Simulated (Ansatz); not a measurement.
`FBN([SiH3])[SiH3]` and `[SiH3][N]([SiH3])[GeH]` differ in one atom or group.

Ansatz, PBE0-D4/def2-TZVP geometries, multiplicity 1. Each molecule was computed in one conformer, which needn't be the lowest.

Scalar relativity is left out up to krypton.

```csv
property,`FBN([SiH3])[SiH3]`
HOMO energy (PBE/def2-TZVPP) / eV,-7.14
size of the dipole moment (PBE/def2-TZVPP) / D,1.20
size of the dipole moment (B3LYP/def2-TZVPP) / D,1.27
HOMO–LUMO gap (ωB97M-V/def2-TZVPP) / eV,12.29
zero-point energy (PBE0-D4/def2-TZVP) / kJ/mol,192.6
HOMO–LUMO gap (PBE0/def2-TZVPP) / eV,8.36
```

(1) What does the change do to each property? (Estimate.)

Answers

(1) Ansatz gave: 
```
                                        property  `[SiH3][N]([SiH3])[GeH]`  shift
               HOMO energy (PBE/def2-TZVPP) / eV                     -5.85   1.29
  size of the dipole moment (PBE/def2-TZVPP) / D                      0.21  -0.99
size of the dipole moment (B3LYP/def2-TZVPP) / D                      0.31  -0.96
         HOMO–LUMO gap (ωB97M-V/def2-TZVPP) / eV                      8.61  -3.68
  zero-point energy (PBE0-D4/def2-TZVP) / kJ/mol                     166.5  -26.1
            HOMO–LUMO gap (PBE0/def2-TZVPP) / eV                      4.54  -3.82
```

With PBE0 the HOMO rises by 1.52 eV and the LUMO falls by 2.30 eV, so the gap narrows by about 3.82 eV. PBE moves the HOMO by 1.29 eV and ωB97M-V by 1.62 eV. The zero-point energy changes by -26.1 kJ/mol with -3 modes. Dipoles are sizes alone; their direction can turn.

B3LYP here is the variant with VWN-RPA as its local correlation; programs differ in this.
